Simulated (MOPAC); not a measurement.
Input file for MOPAC: PM3 on GaH5O2 (a complex), monomers drawn apart or pushed together.

```
PM3 1SCF PRECISE CHARGE=0 THREADS=1
GaH5O2

O     -0.44824870 1    -0.98185870 1     1.02826451 1
Ga     0.38575375 1    -0.38299469 1    -0.43807130 1
H     -0.36309947 1    -0.40264646 1     1.80230784 1
H      0.24030760 1    -1.32181315 1    -1.67653740 1
H      1.16036568 1     0.97718944 1    -0.36172285 1
O     -0.36077094 1     0.67969929 1     3.72693993 1
H      0.01292222 1     0.12434259 1     4.42012552 1
H     -1.26553058 1     0.86518381 1     4.00185883 1
```

The log:

```
*******************************************************************************
 **                                                                           **
 **                              MOPAC v23.2.5                                **
 **                                                                           **
 *******************************************************************************
 ** MOPAC's Digital Object Identifier: https://doi.org/10.5281/zenodo.6511958 **
 **                                                                           **
 ** Please cite the open-source release paper for use of this MOPAC version:  **
 ** J. E. Moussa and J. J. P. Stewart (2026)                                  **
 ** MOPAC: An open-source semiempirical molecular orbital program             **
 ** J. Open Source Softw., 11(119), 8025, https://doi.org/10.21105/joss.08025 **
 *******************************************************************************

                              PM3 CALCULATION RESULTS

 *******************************************************************************
 *  PM3        - The PM3 Hamiltonian to be used
 *
 *
 *
 *                 CHARGE ON SYSTEM = 0
 *
 *
 *
 *  PRECISE    - TIGHTER CRITERIA TO BE USED
 *  1SCF       - DO 1 SCF AND THEN STOP
 *  THREADS=1  - MULTI-THREADING NOT USED
 *  T=         - A TIME OF 172800.0 SECONDS REQUESTED
 *  DUMP=N     - RESTART FILE WRITTEN EVERY 7200.0 SECONDS REQUESTED
 *******************************************************************************
PM3 1SCF PRECISE CHARGE=0 THREADS=1
 GaH5O2

   ATOM   CHEMICAL          X               Y               Z
  NUMBER   SYMBOL      (ANGSTROMS)     (ANGSTROMS)     (ANGSTROMS)

     1       O         -0.44824870  *  -0.98185870  *   1.02826451  *
     2      Ga          0.38575375  *  -0.38299469  *  -0.43807130  *
     3       H         -0.36309947  *  -0.40264646  *   1.80230784  *
     4       H          0.24030760  *  -1.32181315  *  -1.67653740  *
     5       H          1.16036568  *   0.97718944  *  -0.36172285  *
     6       O         -0.36077094  *   0.67969929  *   3.72693993  *
     7       H          0.01292222  *   0.12434259  *   4.42012552  *
     8       H         -1.26553058  *   0.86518381  *   4.00185883  *



          CARTESIAN COORDINATES

    NO.       ATOM           X           Y           Z

     1         O         -0.4482     -0.9819      1.0283
     2        Ga          0.3858     -0.3830     -0.4381
     3         H         -0.3631     -0.4026      1.8023
     4         H          0.2403     -1.3218     -1.6765
     5         H          1.1604      0.9772     -0.3617
     6         O         -0.3608      0.6797      3.7269
     7         H          0.0129      0.1243      4.4201
     8         H         -1.2655      0.8652      4.0019

  H: (PM3): J. J. P. STEWART, J. COMP. CHEM. 10, 209 (1989).
  O: (PM3): J. J. P. STEWART, J. COMP. CHEM. 10, 209 (1989).
 Ga: (PM3): J. J. P. STEWART, J. COMP. CHEM. 12, 320-341 (1991).

           Empirical Formula: H5 O2 Ga  =     8 atoms



      MOLECULAR POINT GROUP   :   Cs


      RHF CALCULATION, NO. OF DOUBLY OCCUPIED LEVELS = 10


 -------------------------------------------------------------------------------
 PM3 1SCF PRECISE CHARGE=0 THREADS=1
 GaH5O2



     1SCF WAS SPECIFIED, SO BFGS WAS NOT USED
     SCF FIELD WAS ACHIEVED


                              PM3 CALCULATION
                                                       MOPAC v23.2.5 Linux




          FINAL HEAT OF FORMATION =        -35.31151 KCAL/MOL =    -147.74337 KJ/MOL


          COSMO AREA              =        112.18 SQUARE ANGSTROMS
          COSMO VOLUME            =         87.38 CUBIC ANGSTROMS

          IONIZATION POTENTIAL    =         10.697420 EV
          HOMO LUMO ENERGIES (EV) =        -10.697 -2.295
          NO. OF FILLED LEVELS    =         10
          MOLECULAR WEIGHT        =        106.7733         POINT GROUP:  Cs

          MOLECULAR DIMENSIONS (Angstroms)

            Atom       Atom       Distance
            H     7    H     4     6.26996
            H     5    O     1     2.72758
            H     4    H     8     1.52206


          SCF CALCULATIONS        =          1





   ATOM   CHEMICAL          X               Y               Z
  NUMBER   SYMBOL      (ANGSTROMS)     (ANGSTROMS)     (ANGSTROMS)

     1       O         -0.44824870  *  -0.98185870  *   1.02826451  *
     2      Ga          0.38575375  *  -0.38299469  *  -0.43807130  *
     3       H         -0.36309947  *  -0.40264646  *   1.80230784  *
     4       H          0.24030760  *  -1.32181315  *  -1.67653740  *
     5       H          1.16036568  *   0.97718944  *  -0.36172285  *
     6       O         -0.36077094  *   0.67969929  *   3.72693993  *
     7       H          0.01292222  *   0.12434259  *   4.42012552  *
     8       H         -1.26553058  *   0.86518381  *   4.00185883  *

                             CARTESIAN COORDINATES

   1    O       -0.448248700    -0.981858700     1.028264510
   2   Ga        0.385753750    -0.382994690    -0.438071300
   3    H       -0.363099470    -0.402646460     1.802307840
   4    H        0.240307600    -1.321813150    -1.676537400
   5    H        1.160365680     0.977189440    -0.361722850
   6    O       -0.360770940     0.679699290     3.726939930
   7    H        0.012922220     0.124342590     4.420125520
   8    H       -1.265530580     0.865183810     4.001858830


           Empirical Formula: H5 O2 Ga  =     8 atoms



      MOLECULAR POINT GROUP   :   Cs


                  EIGENVALUES
 -37.02937 -34.45620 -17.95346 -17.60421 -15.31606 -14.73444 -12.48633 -11.42284
 -11.40444 -10.69742  -2.29537  -1.47042   0.06706   0.10502   3.75414   4.99832
   5.66371


              NET ATOMIC CHARGES AND DIPOLE CONTRIBUTIONS

  ATOM NO.   TYPE          CHARGE      No. of ELECS.   s-Pop       p-Pop
    1          O          -0.616521        6.6165     1.80031     4.81621
    2         Ga           0.494336        2.5057     1.13277     1.37289
    3          H           0.202535        0.7975     0.79747
    4          H          -0.031621        1.0316     1.03162
    5          H          -0.062066        1.0621     1.06207
    6          O          -0.354452        6.3545     1.76791     4.58654
    7          H           0.183889        0.8161     0.81611
    8          H           0.183899        0.8161     0.81610
 DIPOLE           X         Y         Z       TOTAL
 POINT-CHG.     1.015     1.233    -0.876     1.821
 HYBRID        -0.671    -0.154     1.775     1.904
 SUM            0.344     1.079     0.900     1.446


          ATOMIC ORBITAL ELECTRON POPULATIONS

     Atom    s        px        py        pz
    1  O   1.80031   1.75023   1.64325   1.42273
    2 Ga   1.13277   0.32679   0.64533   0.40076
    3  H   0.79747
    4  H   1.03162
    5  H   1.06207
    6  O   1.76791   1.31513   1.74688   1.52453
    7  H   0.81611
    8  H   0.81610

 **********************
 *                    *
 * JOB ENDED NORMALLY *
 *                    *
 **********************




 == MOPAC DONE ==
```

The run finished.

Cost: roughly 0.010 core-seconds.
